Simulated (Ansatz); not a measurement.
A nudged elastic band was laid between two geometries of GeH$_{4}$OSSn (8 atoms, charge 0, multiplicity 1).

These are results of RHF/def2-mTZVP (Ansatz), not measurements.

```
movable images  : 7
climbing image  : yes
spring          : 5.0 eV/Å²
optimiser       : quadratic models (default)
start path      : through a guess of the saddle point
force threshold : 0.05 eV/Å
iteration limit : 59
end points      : relaxed
```

First end point:

```xyz
8
Properties=species:S:1:pos:R:3
O -0.062 -0.367 1.098
Ge 0.674 1.150 0.583
S 0.258 0.791 -1.611
Sn -0.669 -1.203 -0.586
H 2.170 1.210 0.899
H -0.065 2.372 1.131
H 0.149 -2.657 -0.916
H -2.362 -1.353 -0.655
```

Last end point:

```xyz
8
Properties=species:S:1:pos:R:3
O 0.103 -0.213 1.408
Ge 1.602 0.232 2.204
S -0.431 1.396 -1.711
Sn -0.548 -0.615 -0.385
H 2.577 0.040 0.933
H -1.533 1.962 -1.203
H 0.487 -1.757 -1.103
H -2.166 -1.102 -0.197
```

(1) Which bonds break or form, and what moves?

(2) Give the energies along the band, and the barrier.

(3) What is the geometry of the highest image?

The band took 16 iterations and roughly 13 core-minutes.

## Answers

(1) Bonds broken: Ge2–S3, Ge2–H6. Bonds formed: S3–H6.

(2) The run converged. The highest image is number 3 of 0 to 8, 3.02 eV above the first end and 2.13 eV above the last; the last end lies 0.89 eV above the first. Neighbouring images differ by up to 1.5 eV, so the band resolves the path poorly. A vibrational analysis at the climbing image gives one clearly imaginary mode, 1517i cm⁻¹: a first-order saddle point. The orbitals stay closed-shell, which can raise the energy where a bond breaks towards radicals; this wasn't checked here.

```
image  path coordinate (Å)  energy (eV)  Ge2–S3 (Å)  Ge2–H6 (Å)  S3–H6 (Å)
    0                 0.00         0.00        2.26        1.53       3.18
    1                 0.58         0.20        2.28        1.52       2.88
    2                 1.15         1.48        2.46        1.50       2.34
    3                 1.73         3.02        2.76        1.63       1.82
    4                 2.41         1.53        3.24        2.37       1.36
    5                 3.10         1.13        3.91        3.20       1.34
    6                 3.78         0.96        4.33        4.00       1.34
    7                 4.47         0.91        4.41        4.54       1.34
    8                 5.15         0.89        4.56        4.94       1.34
```

(3) 
```xyz
8
Properties=species:S:1:pos:R:3:forces:R:3
O 0.135 -0.518 1.171 0.00 0.00 0.01
Ge 0.710 1.129 1.137 0.00 0.00 0.01
S 0.058 1.042 -1.547 0.00 0.00 -0.01
Sn -0.654 -1.036 -0.578 -0.01 0.00 -0.01
H 2.248 1.090 1.286 0.01 0.00 0.00
H -0.199 1.910 0.027 0.00 0.01 0.00
H 0.128 -2.428 -1.165 0.00 0.00 0.00
H -2.334 -1.247 -0.387 0.01 0.00 0.00
```

Time of the run: 6.5 min on 2 threads of Arm Neoverse V1, with other jobs on the host, peak memory 0.38 GiB.
